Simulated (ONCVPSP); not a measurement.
# ruthenium (Ru): one change to an ONCV potential, before and after

ruthenium (Ru), optimised norm-conserving Vanderbilt (ONCV), made with ONCVPSP 4.0.1 (PBE, scalar-relativistic). Core [Ar] 3d10, reference 4s2 4p6 4d7 5s0.5 5p0.5. Waves: 4s+5s: rc 1.85 bohr, ncon 4, nbas 7, qcut 7.3 1/bohr, 2 projectors; 4p+5p: rc 2.20 bohr, ncon 3, nbas 6, qcut 7.2 1/bohr, 2 projectors; 4d: rc 2.15 bohr, ncon 4, nbas 9, qcut 8 1/bohr, 1 projector. Local part: polynomial inside 1.25 bohr (lpopt 5, dvloc0 0 Ha). Core correction: Teter function fitted to the true core (icmod 2), fcfact 0.4.

Change: d: qcut 11.5.

Cutoffs: the cutoffs (Ha) at which the residual kinetic energy of the hardest occupied pseudo-wave falls to 1 and 0.1 mHa per electron; they do not see the model core or the augmentation charge, which bear on the density cutoff. Errors are all-electron minus pseudo energies relative to the spin-unpolarised reference configuration.

Q: How do hardness, ghosts and transferability respond?

A: The potential gets harder (20 Ha and 24 Ha → 38 Ha and 44 Ha); of the 3 tests that both files solve, the error grows in 1 and shrinks in 1 by more than 15 % and 0.3 meV (median size 0.7 → 0.2 meV); neither file shows a bound ghost. The waves are optimised to have the least kinetic energy above qcut, so the cutoff follows it (qcut²/2 in Ha).

| quantity | base | changed |
| --- | --- | --- |
| cutoff, loose | 20 Ha | 38 Ha |
| cutoff, tight | 24 Ha | 44 Ha |
| loose cutoff by channel | s 16 Ha, p 15 Ha, d 20 Ha | s 16 Ha, p 15 Ha, d 38 Ha |
| bound ghosts | none | none |
| GHOST(+) flags under 300 eV | s at 178.9 eV | s at 178.9 eV |
| tests with a reliable result | 3 of 4 | 3 of 4 |
| error for 4s2 4p6 4d7 5s1 5p0, meV [ΔE -1.69 eV] | +0.2 | +0.1 |
| error for 4s2 4p6 4d7 5s0 5p0, meV [ΔE 5.60 eV] | -1.3 | -1.9 |
| error for 4s2 4p6 4d7.5 5s0.5 5p0, meV [ΔE -2.01 eV] | -0.7 | -0.2 |
| s: phases at 1.88 bohr within 0.05 rad from the reference energy up to (Ha; the scan ends near 5) | to the end of the scan | to the end of the scan |
| p: phases at 2.24 bohr within 0.05 rad from the reference energy up to (Ha; the scan ends near 5) | 4.9 | 4.9 |
| d: phases at 2.19 bohr within 0.05 rad from the reference energy up to (Ha; the scan ends near 5) | 1.4 | 1.1 |
| rms error of d²Exc/dni dnj with the model core, mHa | 1.22 | 1.18 |
